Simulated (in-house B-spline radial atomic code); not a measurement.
# Solving the quasi-particle equation for 2s up of the neon ion Ne⁷⁺

Configuration [He] 2s1, highest spin, start r2SCAN, empty levels kept to 1280 hartree. Computed with a B-spline radial code for spherical atoms: all electrons, non-relativistic, point nucleus, each spin shell either full or empty, empty states to l = 9 with an (l + 1/2)⁻⁴ tail; G0W0 by contour deformation at full frequency.

At the mean-field level ε = -226.732 eV the matrix elements are Σx = -40.434 eV, v_xc = -28.491 eV and Σc(ε) = -3.03 eV, and the slope of the correlation self-energy is dΣc/dω = -0.0650. The quasi-particle energy solves E = ε + Σx − v_xc + Σc(E).

(1) What does the linearised equation give?

(2) How does that compare with the full solution and with static screening?

## Answers

(1) Z = 1/(1 − dΣc/dω) = 1/1.0650 = 0.9390. The first-order shift is Σx − v_xc + Σc(ε) = -40.434 − (-28.491) + (-3.03) = -14.973 eV, so E ≈ ε + Z × shift = -226.732 + 0.9390 × (-14.973) = -240.792 eV.

(2) Solving the equation at full frequency dependence gives E = -240.997 eV, where Σc = -2.322 eV and the weight is 0.963; the linearised value is off by 205 meV. Leaving Z out would give -241.705 eV. Static COHSEX puts -6.298 eV in place of Σc and gives -244.973 eV, 3.98 eV deeper.
